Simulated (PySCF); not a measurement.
Species: CH4FNSi2.
Structure used (PBE0-D3(BJ)/def2-SVP), in Å, numbered top down from 1:
```xyz
9
CH4FNSi2 angstrom
N      2.751   -1.275   -0.522
C      1.966   -0.469   -0.237
Si     0.643    0.763    0.197
Si    -1.383   -0.395   -0.050
F     -2.591    0.656    0.251
H      0.770    1.905   -0.751
H      0.889    1.213    1.596
H     -1.522   -0.900   -1.445
H     -1.465   -1.516    0.927
```

Level of theory: PBE0-D3(BJ)/def2-SVP geometry optimisation, gas phase in PySCF.

Masses are those of the commonest isotopes; rigid-rotor values at the optimised geometry. The values belong to one conformer with, in the numbering `[N:1]#[C:2][SiH2:3][SiH2:4][F:5]`, C2–Si3–Si4–F5 -177°.

Q: What are A, B and C (MHz)?

A: Ia = 61.19, Ib = 370.44, Ic = 419.44 u·Å²; 505379 MHz·u·Å²/I gives A = 8259, B = 1364, C = 1205 MHz.

Q: What kind of rotor is it?

A: A near-prolate asymmetric top; Ray's κ = -0.955.

Q: What does the inertial defect say?

A: Not planar: Δ = Ic − Ia − Ib = -12.19 u·Å². For a rigid frame Δ = −2 Σ m c², so Σ m c² = 6.10 u·Å² lies off the ab plane: 6.05 from hydrogen and 0.04 from heavier atoms. The atom farthest from that plane is 1.27 Å away.

Q: Predict some low-J microwave lines.

A: The dipole components are |μa| = 1.85 D, |μb| = 0.95 D, |μc| = 0.09 D. Intensities carry the squares of the components, which stand as 1.00 : 0.27 : 0.00 (a : b : c). Some of the stronger lines:

```json
{"type": "b", "branch": "R", "J(Ka,Kc)": "3(0,3) ← 2(1,2)", "MHz": "958", "lower level (cm⁻¹)": "0.482"}
{"type": "a", "branch": "Q", "J(Ka,Kc)": "4(1,3) ← 4(1,4)", "MHz": "1593", "lower level (cm⁻¹)": "1.063"}
{"type": "b", "branch": "R", "J(Ka,Kc)": "4(0,4) ← 3(1,3)", "MHz": "3741", "lower level (cm⁻¹)": "0.731"}
{"type": "a", "branch": "R", "J(Ka,Kc)": "2(0,2) ← 1(0,1)", "MHz": "5136", "lower level (cm⁻¹)": "0.086"}
{"type": "b", "branch": "Q", "J(Ka,Kc)": "1(1,0) ← 1(0,1)", "MHz": "7055", "lower level (cm⁻¹)": "0.086"}
{"type": "b", "branch": "Q", "J(Ka,Kc)": "2(1,1) ← 2(0,2)", "MHz": "7217", "lower level (cm⁻¹)": "0.257"}
{"type": "a", "branch": "R", "J(Ka,Kc)": "3(1,3) ← 2(1,2)", "MHz": "7467", "lower level (cm⁻¹)": "0.482"}
{"type": "a", "branch": "R", "J(Ka,Kc)": "3(0,3) ← 2(0,2)", "MHz": "7697", "lower level (cm⁻¹)": "0.257"}
{"type": "b", "branch": "Q", "J(Ka,Kc)": "4(1,3) ← 4(0,4)", "MHz": "7805", "lower level (cm⁻¹)": "0.856"}
{"type": "b", "branch": "R", "J(Ka,Kc)": "1(1,1) ← 0(0,0)", "MHz": "9464", "lower level (cm⁻¹)": "0.000"}
{"type": "a", "branch": "R", "J(Ka,Kc)": "4(2,3) ← 3(2,2)", "MHz": "10274", "lower level (cm⁻¹)": "1.445"}
{"type": "a", "branch": "R", "J(Ka,Kc)": "4(3,1) ← 3(3,0)", "MHz": "10282", "lower level (cm⁻¹)": "2.608"}
{"type": "a", "branch": "R", "J(Ka,Kc)": "4(2,2) ← 3(2,1)", "MHz": "10302", "lower level (cm⁻¹)": "1.445"}
{"type": "a", "branch": "R", "J(Ka,Kc)": "4(1,3) ← 3(1,2)", "MHz": "10590", "lower level (cm⁻¹)": "0.763"}
{"type": "b", "branch": "R", "J(Ka,Kc)": "2(1,2) ← 1(0,1)", "MHz": "11874", "lower level (cm⁻¹)": "0.086"}
{"type": "b", "branch": "Q", "J(Ka,Kc)": "3(2,1) ← 3(1,2)", "MHz": "20462", "lower level (cm⁻¹)": "0.763"}
{"type": "b", "branch": "Q", "J(Ka,Kc)": "2(2,0) ← 2(1,1)", "MHz": "20688", "lower level (cm⁻¹)": "0.498"}
{"type": "b", "branch": "Q", "J(Ka,Kc)": "2(2,1) ← 2(1,2)", "MHz": "21164", "lower level (cm⁻¹)": "0.482"}
{"type": "b", "branch": "Q", "J(Ka,Kc)": "3(2,2) ← 3(1,3)", "MHz": "21404", "lower level (cm⁻¹)": "0.731"}
{"type": "b", "branch": "R", "J(Ka,Kc)": "4(2,3) ← 3(1,2)", "MHz": "30723", "lower level (cm⁻¹)": "0.763"}
{"type": "b", "branch": "Q", "J(Ka,Kc)": "3(3,1) ← 3(2,2)", "MHz": "34876", "lower level (cm⁻¹)": "1.445"}
{"type": "b", "branch": "R", "J(Ka,Kc)": "3(3,0) ← 2(2,1)", "MHz": "42583", "lower level (cm⁻¹)": "1.188"}
{"type": "b", "branch": "R", "J(Ka,Kc)": "4(3,2) ← 3(2,1)", "MHz": "45144", "lower level (cm⁻¹)": "1.445"}
{"type": "b", "branch": "Q", "J(Ka,Kc)": "4(4,0) ← 4(3,1)", "MHz": "48819", "lower level (cm⁻¹)": "2.951"}
{"type": "b", "branch": "R", "J(Ka,Kc)": "4(4,0) ← 3(3,1)", "MHz": "59101", "lower level (cm⁻¹)": "2.608"}
```

No frequency check. Zero-point vibration and centrifugal distortion are left out. Quadrupole hyperfine structure (14N) is left out.
